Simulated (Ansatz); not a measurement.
Reactions of CH6GeSe (`[CH3][GeH2][SeH]`).

Calculated with Ansatz (gas phase, PBE0-D4/def2-TZVP geometries, no zero-point term in ΔE). CCSD(T)/CBS is the MP2 limit (def2-TZVPP, def2-QZVPP) plus CCSD(T) − MP2 in def2-TZVPP, frozen cores. This one scheme is used for every species. For Ge, Se outer-core shells are correlated without core-valence functions, which leaves a few kJ/mol of doubt a bond. Scalar relativity is left out up to krypton. Each species was taken in one conformer, which may not be the lowest.

(1) Order these by ΔE at CCSD(T)/CBS, lowest first. (An estimate is asked.)
A. `[CH3][GeH2][SeH]` + `C[O][GeH]([NH2])[Cl]` → `C[O][Ge]([CH3])([NH2])[Cl]` + `[GeH3][SeH]`
B. `[CH3][GeH2][SeH]` + H₂O → `[OH][GeH2][SeH]` + CH₄
C. `[CH3][GeH2][SeH]` + H₂ → `[GeH3][SeH]` + CH₄
D. `[CH3][GeH2][SeH]` + `C#CC=C` → `C=CC#C[SeH]` + `[CH3][GeH3]`
E. `[CH3][GeH2][SeH]` + H₂S → `[CH3][GeH2][SH]` + H₂Se

Largest T1 diagnostic: 0.012, for `C#CC=C`.

Results:

(1) B (-0.42 eV), C (-0.31 eV), A (-0.16 eV), E (+0.15 eV), D (+1.07 eV).
